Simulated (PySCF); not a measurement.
Structure problem from calculated spectra and properties.

Formula: C7H5NSi.

* UV, strongest line: among the 8 lowest singlet transitions: S4 at 5.57 eV (222 nm, f = 0.591) [TDDFT CAM-B3LYP/def2-SVPD]
* 13C NMR: chemical shifts (computed TMS as zero) by class: 149.5 (1 C), 132.2 (1 C), 122.9 (1 C), 106.7 (1 C), 94.9 (1 C), 77.7 (1 C), 72.4 (1 C) ppm [GIAO PBE0/pcSseg-1]
* Dipole: 3.86 D [CAM-B3LYP/def2-SVPD]
* Rotational structure: rotational constants A, B, C: 3.320, 0.583, 0.499 GHz [GFN2-xTB]
* UV, first state: lowest singlet excitation: 3.62 eV (342 nm, f = 0.000) [TDDFT CAM-B3LYP/def2-SVPD]
* 1H NMR: chemical shifts (computed TMS as zero) by class: 6.56 (1 H), 4.44 (3 H), 2.83 (1 H) ppm [GIAO PBE0/pcSseg-1]

The electronic properties come from PySCF, for the isolated species, density fitting. Levels stand in brackets. Isolated species at its GFN2-xTB geometry, gas phase. NMR values are class means; diastereotopic atoms form classes of their own.

Q: Propose a structure and show how it fits.

A: Numbering: `[CH:1]#[C:2][C:3]#[C:4]/[C:5]([SiH3:6])=[CH:7]/[C:8]#[N:9]`. Its formula, C7H5NSi, gives 7 degrees of unsaturation: 0 rings and 7 π bonds in the structure found. 7 carbons fall into 7 classes; from least to most shielded: fully substituted alkene carbon [C5] (149.5 ppm), alkene CH carbon [C7] (132.2 ppm), nitrile carbon [C8] (122.9 ppm), alkyne carbon [C3] (106.7 ppm), terminal alkyne carbon [C1] (94.9 ppm), alkyne carbon [C4] (77.7 ppm), alkyne carbon [C2] (72.4 ppm). Hydrogen classes from least to most shielded: 1 H on an alkene CH carbon, C7 (6.56 ppm), 3 H on an SiH3 silicon, Si6 (4.44 ppm), 1 H on a terminal alkyne carbon, C1 (2.83 ppm). S1 is mainly HOMO−1→LUMO (weight 0.93); the largest Löwdin shares of the orbital it empties are 0.23 on the terminal alkyne carbon, 0.22 on an alkyne carbon, 0.21 on an alkyne carbon and 0.18 on an alkyne carbon, of the orbital it fills 0.20 on the alkene CH carbon, 0.20 on the fully substituted alkene carbon, 0.11 on an alkyne carbon and 0.10 on the nitrile nitrogen. The optimised geometry has point group Cs and is an asymmetric top. Structure: `C#CC#C/C([SiH3])=C/C#N`. Computed isomers that give other values at the same levels: `C#C[Si@@H]1[C@H](C#N)C12C=C2` (13C chemical shifts (computed TMS as zero) by class: 124.1 (1 C), 122.4 (1 C), 121.0 (1 C), 107.0 (1 C), 81.8 (1 C), 22.5 (1 C), 2.7 (1 C) ppm); `C#C[Si@@H]1[C@@H](C#N)C12C=C2` (13C chemical shifts (computed TMS as zero) by class: 124.5 (1 C), 121.9 (1 C), 121.7 (1 C), 104.7 (1 C), 84.3 (1 C), 23.4 (1 C), 3.2 (1 C) ppm); `C#C/C=C(/C#C)[SiH2]C#N` (13C chemical shifts (computed TMS as zero) by class: 146.7 (1 C), 131.5 (1 C), 121.7 (1 C), 110.3 (1 C), 100.1 (1 C), 88.8 (1 C), 86.2 (1 C) ppm). The assignments are read from this structure; whether some other isomer fits the data as well wasn't checked.
